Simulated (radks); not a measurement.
The zinc ion Zn2+, configuration [Ar] 3d10. Calculated with a radial shooting solver on a logarithmic mesh with Libxc functionals: scalar-relativistic Kohn-Sham, BLYP, spin-unpolarised, spherical densities, finite nucleus; Fermi nuclear charge, rms radius 3.9283 fm.

Unscreened Slater integrals over Kohn-Sham orbitals (hartree). Empty in this configuration: 4s.

integral,value
"F0(3d,3d)",1.0615
"F2(3d,3d)",0.48162
"F4(3d,3d)",0.29784
"F0(3d,3p)",1.1522
"F2(3d,3p)",0.53675
"G1(3d,3p)",0.66300
"G3(3d,3p)",0.40052
"F0(3d,3s)",1.1746
"G2(3d,3s)",0.50091
"F0(3d,2p)",1.5073
"F2(3d,2p)",0.29070
"G1(3d,2p)",0.21886
"G3(3d,2p)",0.12442
"F0(3d,4s)",0.51038
"G2(3d,4s)",0.061696
"F0(3p,3p)",1.2676
"F2(3p,3p)",0.63133
"F0(3p,3s)",1.2937
"G1(3p,3s)",0.85461
"F0(3p,2p)",1.7277
"F2(3p,2p)",0.34504
"G0(3p,2p)",0.13281
"G2(3p,2p)",0.14008
"F0(3p,4s)",0.52155
"G1(3p,4s)",0.031384
"F0(3s,3s)",1.3222
"F0(3s,2p)",1.7637
"G1(3s,2p)",0.14417
"F0(3s,4s)",0.52341
"G0(3s,4s)",0.022591
"F0(2p,2p)",4.6059
"F2(2p,2p)",2.1735
"F0(2p,4s)",0.55671
"G1(2p,4s)",0.011367
"F0(4s,4s)",0.40571
